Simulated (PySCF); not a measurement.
# Computed spin Hamiltonian

Compound: CHF2O3S (doublet state).
Z-matrix (Å and degrees, GFN2-xTB geometry), rows numbered from 1:
```
O 
S   1  1.4287
O   2  1.4128  1  121.38
O   2  1.5843  1  108.43  3  -127.94
C   2  1.8305  1  105.51  3   125.72
F   5  1.3241  2  110.87  1   -71.21
F   5  1.3326  2  107.92  1    47.96
H   4  0.9603  2  111.34  1   -17.69
```

The hyperfine couplings belong to this conformer and change with its torsions.

Identity: `O=S(=O)(O)[C](F)F` [radical].

Computed with PySCF, UKS B3LYP, pcH-1 on C F H O S, non-relativistic, mean-field spin-orbit, GIAO. Geometry: GFN2-xTB, one conformer, isolated molecule. A GFN2-xTB geometry isn't a minimum of the functional, and hyperfine couplings can be far from their values at a DFT geometry. Stability of the SCF solution: not tested.

```
g1, g2, g3        : 2.00171, 2.00470, 2.00489
g_iso             : 2.00376
Form of g         : close to axial: the two nearest values differ by 6 % of g3 − g1
⟨S²⟩              : 0.7524 (exact 0.7500)
α and β electrons : 33, 32
Total energy      : -862.11299 Eh
```

Isotropic coupling and dipolar principal values T1 to T3, in G; ρ(0) is the spin density at the nucleus (MHz turned into gauss with g_iso; 10 G = 1 mT):

```tsv
atom	isotope	a_iso	of which spin–orbit	T1	T2	T3	Mulliken spin population	ρ(0) (bohr⁻³)
O1	17O	-1.7	0.0	-9.6	4.7	4.9	0.07	0.0076
S2	33S	19.2	0.0	-2.3	-1.9	4.2	0.02	0.1572
O3	17O	0.2	0.0	-1.6	0.6	1.0	0.01	-0.0008
O4	17O	0.8	0.0	-0.8	0.3	0.4	0.00	-0.0038
C5	13C	184.4	0.0	-24.8	-24.7	49.5	0.77	0.4600
F6	19F	73.5	0.5	-84.5	-77.7	162.2	0.07	0.0487
F7	19F	72.5	0.5	-79.0	-72.0	151.1	0.06	0.0480
H8	1H	-0.2	0.0	-0.9	-0.6	1.5	0.00	-0.0001
```

The Mulliken spin populations are largest on C5 (+0.77), O1 (+0.07), F6 (+0.07) and F7 (+0.06). No atom but C5 exceeds +0.15. The angles at C5 add up to 327.7°, so it is pyramidal.

Axes: g3 points within 8° of the C5–F6 bond.

Under fast tumbling the dipolar parts average out, and these isotropic splittings remain: 2 × 19F (F6/F7, I = 1/2, 3 lines) with 7.30 mT.

Means are taken over nuclei equivalent by connectivity, which assumes that they swap fast.

The 33S coupling of S2 (53.9 MHz) shows only in satellite lines or after enrichment, since that isotope makes up about 0.76 % of natural sulfur.

The 13C coupling of C5 (517.2 MHz) shows only in satellite lines or after enrichment, since that isotope makes up about 1.07 % of natural carbon.

β density exceeds α density at some nuclei, such as O4 (-0.0038), spin density in bohr⁻³. In a single determinant that takes different orbitals for the two spins, that is spin polarisation.
